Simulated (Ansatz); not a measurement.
A structure relaxed at PBE0-D4/def2-SVP in Ansatz, charge 0, singlet:

```
atom   x (Å)   y (Å)   z (Å)
  B1   0.464   0.049  -0.724
  B2  -0.463  -0.050   0.724
  F3  -0.567   0.972   1.550
  F4  -0.033   0.570  -1.828
  F5  -1.104  -1.151   1.062
  F6   1.704  -0.391  -0.783
```

Task: Give its formula and point group.

Result: the cluster B₂F₄. Point group D2 (tolerance 0.1 Å).

Task: Summarise the bond lengths by kind (pairs closer than 1.2 times the sum of covalent radii, bridged metal pairs left out).

Result: 4 × B–F 1.32 Å; 1 × B–B 1.72 Å.

The structure comes from a short search, and lower isomers may exist.
